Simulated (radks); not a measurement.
All-electron atom: Tc in [Ar] 3d10 4s2 4p5 4d5 5s2 6s1 (not the ground configuration).

Calculated with a radial shooting solver on a logarithmic mesh with Libxc functionals: Dirac Kohn-Sham, PBE, spin-unpolarised, spherical densities, finite nucleus; open shells are shared between the two j in proportion to 2j + 1; Fermi nuclear charge, rms radius 4.4112 fm.

Energy parts (eV):
part                       energy
total                 -116584.629
kinetic                121100.729
electron-nucleus      -281316.902
Hartree                 47114.371
exchange-correlation    -3482.827

Orbitals (lengths in bohr, moments of r in powers of bohr; <r^-3> diverges for s and p1/2; r(max) is where P^2 peaks):
| orbital | occ. | eigenvalue (eV) | <r^-3> | <r> | <r^4> | r(max) |
|---|---|---|---|---|---|---|
| 1s1/2 | 2 | -20869.63 | - | 0.03428 | 6.519e-06 | 0.02228 |
| 2s1/2 | 2 | -2986.503 | - | 0.1492 | 0.001195 | 0.1263 |
| 2p1/2 | 2 | -2754.904 | - | 0.1271 | 0.0007908 | 0.09814 |
| 2p3/2 | 4 | -2636.629 | 2594 | 0.1318 | 0.0008903 | 0.1020 |
| 3s1/2 | 2 | -529.3479 | - | 0.4151 | 0.06026 | 0.3724 |
| 3p1/2 | 2 | -440.3106 | - | 0.4089 | 0.06177 | 0.3594 |
| 3p3/2 | 4 | -420.5250 | 440.0 | 0.4195 | 0.06811 | 0.3688 |
| 3d3/2 | 4 | -263.0115 | 65.01 | 0.3968 | 0.06864 | 0.3098 |
| 3d5/2 | 6 | -259.2069 | 61.83 | 0.4002 | 0.07083 | 0.3126 |
| 4s1/2 | 2 | -82.8271 | - | 1.049 | 2.326 | 0.9458 |
| 4p1/2 | 1.66667 | -56.5218 | - | 1.136 | 3.411 | 1.000 |
| 4p3/2 | 3.33333 | -53.4748 | 67.91 | 1.164 | 3.772 | 1.024 |
| 4d3/2 | 2 | -14.5439 | 5.920 | 1.557 | 15.93 | 1.225 |
| 4d5/2 | 3 | -14.2065 | 5.592 | 1.572 | 16.60 | 1.235 |
| 5s1/2 | 2 | -9.3370 | - | 2.911 | 144.2 | 2.524 |
| 6s1/2 | 1 | -1.4967 | - | 8.437 | 8998 | 7.714 |

The highest occupied level is 6s1/2 at -1.497 eV. Summed over all electrons, <r^2> = 126.8 bohr^2, which gives a Langevin (diamagnetic) susceptibility term of -100 x 10^-6 cm^3/mol.
